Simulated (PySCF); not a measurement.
**TaH₃ + 2 HBr → TaH₅ + Br₂**

Level: PBE0 in the def2-TZVP basis family, computed in PySCF with density fitting; scalar-relativistic core potentials for atoms from Rb on, none lighter, no spin–orbit coupling; open shells unrestricted.

| species | state and structure | E (Eh) | ZPE (kJ/mol) | H(298 K) − H(0) (kJ/mol) | S° (J/(mol K)) |
| --- | --- | --- | --- | --- | --- |
| TaH₃ | triplet, C2v, Ta–H 1.779 Å (×2), Ta–H 1.799 Å; H–Ta–H 116.6°, H–Ta–H 121.7° (×2) | -58.65244 | 41.9 | 12.4 | 266.0 |
| HBr | singlet, C∞v, H–Br 1.421 Å | -2574.45811 | 16.0 | 8.7 | 198.5 |
| TaH₅ | singlet, C4v, Ta–H 1.754 Å (×4), Ta–H 1.790 Å; H–Ta–H 77.3° (×4), H–Ta–H 118.0° (×4), H–Ta–H 124.0° (×2) | -59.86993 | 83.0 | 13.8 | 261.6 |
| Br₂ | singlet, D∞h, Br–Br 2.281 Å | -5147.70672 | 2.0 | 9.7 | 244.8 |

**Question.** What is the electronic reaction energy?

**Answer.** At PBE0/def2-TZVP, ΔE = -21.0 kJ/mol from the differences of the total energies times 2625.5, downhill. 

**Question.** Add zero-point, thermal and entropy terms for 298.15 K and 1 bar.

**Answer.** ΔZPE = 11.1 and Δ[H(298) − H(0)] = -6.3 kJ/mol give ΔH° = -16.2 kJ/mol. ΔS° = -156.6 J/(mol K), so ΔG° = -16.2 − 298.15 × (-0.1566) = 30 kJ/mol and log₁₀K = -5.3.

Spin–orbit coupling can matter for TaH₃, TaH₅ and is left out. Open d or f shells are single determinants, so the state found may not be the ground state. Each species is the lowest minimum found with this bonding; other isomers or fragments can lie lower.
